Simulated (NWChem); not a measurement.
System meant: CH₅NOTe; SMILES [Te](OC)N

NWChem input:

```
start job
memory heap 200 mb stack 900 mb global 1100 mb
geometry units angstroms noautoz
  Te     0.324800    -0.422385     0.105869
  O      0.110738     1.495380     0.661296
  C     -0.247305     2.427252    -0.320881
  H     -1.269916     2.263972    -0.713638
  H     -0.227800     3.426008     0.147228
  H      0.446152     2.439793    -1.183346
  N     -1.565396    -1.081385    -0.016479
  H     -2.121930    -0.692727    -0.772588
  H     -2.082139    -1.082810     0.858948
end
basis spherical
  Te library def2-svp
  O library def2-svp
  C library def2-svp
  H library def2-svp
  N library def2-svp
end
ecp
  Te library def2-ecp
end
dft
  odft
  mult 2
  xc b3lyp
  iterations 150
  mulliken
end
task dft energy
```

End of the output:

```
 Summary of "ao basis" -> "" (spherical)
 ------------------------------------------------------------------------------
       Tag                 Description            Shells   Functions and Types
 ---------------- ------------------------------  ------  ---------------------
 Te                         def2-svp                10       26   4s4p2d
 O                          def2-svp                 6       14   3s2p1d
 C                          def2-svp                 6       14   3s2p1d
 H                          def2-svp                 3        5   2s1p
 N                          def2-svp                 6       14   3s2p1d

                                 NWChem DFT Module
                                 -----------------

 Summary of "ao basis" -> "ao basis" (spherical)
 ------------------------------------------------------------------------------
       Tag                 Description            Shells   Functions and Types
 ---------------- ------------------------------  ------  ---------------------
 Te                         def2-svp                10       26   4s4p2d
 O                          def2-svp                 6       14   3s2p1d
 C                          def2-svp                 6       14   3s2p1d
 H                          def2-svp                 3        5   2s1p
 N                          def2-svp                 6       14   3s2p1d

  number of electrons :                   50
  multiplicity        :                    2
 ------------------------------------------------------------------------
  no. of electrons and multiplicity not compatible                  50
 ------------------------------------------------------------------------
 ------------------------------------------------------------------------
  current input line :
    31: task dft energy
 ------------------------------------------------------------------------
 ------------------------------------------------------------------------
 There is an error in the input file
 ------------------------------------------------------------------------
 For more information see the NWChem manual at https://nwchemgit.github.io

0: no. of electrons and multiplicity not compatible:Received an Error in Communication
```

Find the fault in this run and fix the input.

The input was rejected before any calculation. Cause: the multiplicity doesn't fit the number of electrons (an even count wants an odd multiplicity, and the reverse). This input runs:
```
start job
memory heap 200 mb stack 900 mb global 1100 mb
geometry units angstroms noautoz
  Te     0.324800    -0.422385     0.105869
  O      0.110738     1.495380     0.661296
  C     -0.247305     2.427252    -0.320881
  H     -1.269916     2.263972    -0.713638
  H     -0.227800     3.426008     0.147228
  H      0.446152     2.439793    -1.183346
  N     -1.565396    -1.081385    -0.016479
  H     -2.121930    -0.692727    -0.772588
  H     -2.082139    -1.082810     0.858948
end
basis spherical
  * library def2-svp
end
ecp
  Te library def2-ecp
end
dft
  xc b3lyp
  iterations 150
  mulliken
end
task dft energy
```
It converges to -439.02825 Ha (B3LYP/def2-SVP with def2 effective core potentials on Te).
